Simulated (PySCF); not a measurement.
**Frontier levels across methods**

C3H5AlCl2.
Geometry (PBE0-D3(BJ)/def2-SVP, Å), atoms numbered from 1 in this order:
```xyz
11
C3H5AlCl2 angstrom
C     -1.973   -0.146    0.252
C     -0.502   -0.429    0.151
Cl    -0.116   -2.136    0.057
C      0.480    0.487    0.125
Al     2.378    0.161   -0.028
Cl     3.565    1.906   -0.156
H     -2.570   -1.065    0.232
H     -2.291    0.497   -0.583
H     -2.191    0.393    1.188
H      0.122    1.524    0.182
H      3.136   -1.218   -0.082
```

Basis pcSseg-1 throughout (PySCF), one geometry. Geometry: PBE0-D3(BJ)/def2-SVP, one conformer, isolated molecule.

How do the orbital energies, the gap and the dipole change with the method?

```
   method                    kind  HOMO (eV)  LUMO (eV)  gap (eV)  μ (D)  SCF cycles
     BLYP                     GGA      -6.33      -2.51      3.82   2.85          15
    B97-D                     GGA      -6.48      -2.57      3.91   2.91          15
      PBE                     GGA      -6.53      -2.68      3.85   2.91          15
     OPBE                     GGA      -6.53      -2.53      4.00   2.91          15
      KT3                     GGA      -6.54      -2.62      3.92   2.83          15
      KT2                     GGA      -6.56      -2.72      3.84   2.90          15
     BP86                     GGA      -6.63      -2.75      3.88   2.93          15
      LDA                     LDA      -6.69      -2.89      3.80   2.97          15
    B3LYP           global hybrid      -7.42      -2.07      5.34   2.88          14
    B97-2           global hybrid      -7.43      -1.91      5.52   2.92          14
     PBE0           global hybrid      -7.68      -1.92      5.76   2.93          14
 mPW1PW91           global hybrid      -7.71      -1.93      5.77   2.93          14
BHandHLYP           global hybrid      -8.63      -1.04      7.59   2.90          12
CAM-B3LYP  range-separated hybrid      -8.94      -0.90      8.03   2.86          12
  wB97X-D  range-separated hybrid      -9.52      -0.23      9.30   2.93          13
       HF            Hartree–Fock     -10.10       1.06     11.16   3.01          11
  LC-wPBE  range-separated hybrid     -10.35       0.10     10.45   2.88          14
```

The HOMO spans 4.02 eV, from BLYP down to LC-wPBE, and the gap runs from 3.80 eV (LDA) to 11.16 eV (HF). Over the methods BLYP (0 %), B97-D (0 %), PBE (0 %), OPBE (0 %), KT3 (0 %), KT2 (0 %), BP86 (0 %), LDA (0 %), B3LYP (20 %), B97-2 (21 %), PBE0 (25 %), mPW1PW91 (25 %), BHandHLYP (50 %), HF (100 %), a straight line through the gap against the share of exact exchange rises by 0.73 eV for each 10 % (correlation coefficient 1.000). The dipole ranges from 2.83 D (KT3) to 3.01 D (HF). This basis has no diffuse functions.
